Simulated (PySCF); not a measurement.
Be(Br)(GeH3) (BeBrGeH3), SMILES [GeH3][Be][Br].

Geometry optimised at ωB97X-D3(BJ)/def2-TZVP.

Calculation: r2SCAN/def2-TZVPD run with PySCF.

Symmetry labels are those of the subgroup Cs that the program uses (full group C3v).

Computed valence orbital energies around the gap with their symmetry:
| orbital | symmetry | energy (eV) |
|---|---|---|
| HOMO−7 | A' | -20.20 |
| HOMO−6 | A' | -14.13 |
| HOMO−5 | A' | -9.90 |
| HOMO−4 | A' | -8.62 |
| HOMO−3 | A" | -8.62 |
| HOMO−2 | A' | -8.11 |
| HOMO−1 | A" | -8.11 |
| HOMO | A' | -7.38 |
| LUMO | A' | -1.72 |
| LUMO+1 | A" | -1.72 |
| LUMO+2 | A' | -0.51 |
| LUMO+3 | A' | 0.77 |
